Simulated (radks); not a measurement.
Q: Tb LVII, configuration [He] 2s2 2p5. Method: Dirac Kohn-Sham, PBE, spin-unpolarised, spherical densities, finite nucleus; open shells fill j = l - 1/2 first; Fermi nuclear charge, rms radius 5.06 fm; computed with a radial shooting solver on a logarithmic mesh with Libxc functionals. Some entries of the table are withheld. Estimate them.

| orbital | occ. | eigenvalue (eV) | <1/r> (bohr^-1) | <r^2> (bohr^2) |
|---|---|---|---|---|
| 1s1/2 | 2 | -56577.21 | 73.16 | 0.0006297 |
| 2s1/2 | 2 | -12958.77 | 17.92 | 0.009357 |
| 2p1/2 | 2 | -12628.53 | 17.84 | 0.006723 |
| 2p3/2 | 3 | -11839.78 | 15.72 | 0.007833 |
| 3s1/2 | 0 | (1) | 7.432 | (2) |
| 3p1/2 | 0 | (3) | 7.370 | 0.04540 |
| 3p3/2 | 0 | (4) | 6.785 | 0.04964 |

A: 
(1) 3s1/2 eigenvalue (eV): -5421.486
(2) 3s1/2 <r^2> (bohr^2): 0.05082
(3) 3p1/2 eigenvalue (eV): -5310.145
(4) 3p3/2 eigenvalue (eV): -5092.383
